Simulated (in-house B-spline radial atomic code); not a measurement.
The outermost shell (largest non-relativistic mean radius) with and without relativity; Dirac values are averaged over j. Computed with a radial B-spline atomic code at the basis-set limit: non-relativistic Hartree-Fock and Dirac-Hartree-Fock, averages of the configuration (point nuclei without relativity, finite nuclei with it).

| ion | configuration | outermost shell | radius non-relativistic (bohr) | radius Dirac (bohr) | radius change (%) | level non-relativistic (eV) | level Dirac (eV) | spin-orbit splitting (eV) |
| --- | --- | --- | --- | --- | --- | --- | --- | --- |
| In6+ | [Kr] 4d7 | 4d | 1.0364 | 1.0416 | 0.50415 | -113.956 | -112.86 | 1.0911 |
| Sn6+ | [Kr] 4d8 | ? | ? | ? | ? | ? | ? | ? |
| Sb6+ | [Kr] 4d9 | 4d | 0.96919 | 0.9738 | 0.47578 | -122.218 | -121.01 | 1.4203 |
| Te6+ | [Kr] 4d10 | ? | ? | ? | ? | ? | ? | ? |
| I6+ | [Kr] 4d10 5s1 | 5s | 1.7865 | 1.7273 | -3.3151 | -83.194 | -86.122 | - |
| Xe6+ | [Kr] 4d10 5s2 | 5s | 1.7218 | 1.6638 | -3.3669 | -86.808 | -89.912 | - |

(1) Fill in the row of Sn6+.

(2) Fill in the row of Te6+.

(3) Which member changes most?

Answers

(1) outermost shell: 4d; radius non-relativistic (bohr): 1.0016; radius Dirac (bohr): 1.0065; radius change (%): 0.48975; level non-relativistic (eV): -118.088; level Dirac (eV): -116.93; spin-orbit splitting (eV): 1.2479.

(2) outermost shell: 4d; radius non-relativistic (bohr): 0.93932; radius Dirac (bohr): 0.94367; radius change (%): 0.46258; level non-relativistic (eV): -126.346; level Dirac (eV): -125.07; spin-orbit splitting (eV): 1.6093.

(3) Xenon (Xe6+): its 5s shell contracts by 3.4 %.
